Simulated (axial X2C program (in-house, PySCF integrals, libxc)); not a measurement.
## Spin–orbit effects down a group: molecules with S (ions), HF

Calculated with an in-house all-electron X2C program for linear molecules (integrals from PySCF), spin-free (one-electron X2C) or two-component (2c: spin–orbit coupling with atomic mean-field Coulomb and Gaunt terms, which also bring small scalar terms), in Dyall basis sets with cores contracted in-house; open shells are unrestricted.

Basis sets: C dyall-v3z, Ge dyall-cv3z, S dyall-av3z, Si dyall-v3z.

```tsv
molecule	spin-free state	Re (Å)	ωe (cm⁻¹)	De (eV)	2c state	Re 2c (Å)	ωe 2c (cm⁻¹)	De 2c (eV)
CS⁺	M_S = 1/2, Λ = 0	1.509	1251.7	3.47	Ω = 1/2	1.509	1251.4	3.46
SiS⁺	M_S = 1/2, Λ = 1	2.066	620.0	2.35	Ω = 3/2	2.066	620.0	2.37
GeS⁺	M_S = 1/2, Λ = 1	2.158	473.4	1.93	Ω = 3/2	2.158	473.1	n/a
```

Fragments in 2c: S+ + C, S + Si+, Ge+ + S. Each entry is the lowest single determinant of a limited PBE0 search at one distance. De goes to single-determinant-based atoms at the same level (for ions the charge split of lowest energy) and is withheld (n/a) where an atom does not fit its ground term or J level. Main or longest-lived isotopes. One determinant is a doubtful description, or other states lie close, for CS⁺, SiS⁺, GeS⁺; these need not be ground states, and all values refer to the states named. Some light 2c atoms are not at their ground J level, so De misses part of their lowering (0.04 eV or less).
